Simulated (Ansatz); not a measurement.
Relaxation of CH7GeO2 (11 atoms, charge 0, multiplicity 2), to a largest force component of 0.03 eV/Å in at most 50 steps.

Computed with UKS B3LYP/def2-SVP (Ansatz).

```xyz
11
Properties=species:S:1:pos:R:3:forces:R:3
Ge -0.014 -0.016 -0.310 0.05 0.01 -0.16
H 0.021 0.011 2.445 0.01 0.00 0.23
H 1.372 -0.019 -1.045 0.01 -0.01 0.01
O -0.814 1.414 -1.034 -0.04 -0.02 0.00
H -1.780 1.382 -0.962 0.02 -0.01 -0.01
O -0.969 -1.451 -0.843 -0.08 -0.04 0.06
H -1.177 -2.068 -0.126 0.04 0.06 -0.08
C 0.019 0.011 3.551 0.00 -0.01 -0.06
H -0.506 -0.882 3.920 0.00 0.01 0.00
H 1.056 0.004 3.918 0.00 0.00 -0.01
H -0.492 0.915 3.913 0.00 0.00 0.00
```

Question: Where does it end, and by what steps?

Answer: It converged. After 8 steps the energy has fallen by 0.055 eV; H7 moved furthest, 0.49 Å.

```csv
step,energy less start (eV),largest force component (eV/Å),accepted
0,0.0000,0.234,yes
1,-0.0278,0.207,yes
2,-0.0414,0.178,yes
3,-0.0452,0.170,yes
4,-0.0474,0.386,yes
5,-0.0510,0.204,yes
6,-0.0395,0.407,no
7,-0.0545,0.057,yes
8,-0.0552,0.019,yes
```

```xyz
11
Properties=species:S:1:pos:R:3
Ge -0.067 -0.007 -0.581
H 0.063 0.070 2.810
H 1.305 -0.112 -1.349
O -0.851 1.413 -1.329
H -1.816 1.371 -1.262
O -1.172 -1.357 -1.035
H -0.986 -2.181 -0.563
C 0.060 0.035 3.910
H -0.502 -0.847 4.248
H 1.095 -0.027 4.276
H -0.414 0.945 4.303
```

Time of the run: 22 s on 4 threads of Arm Neoverse V1, on a shared host, peak memory 0.34 GiB.
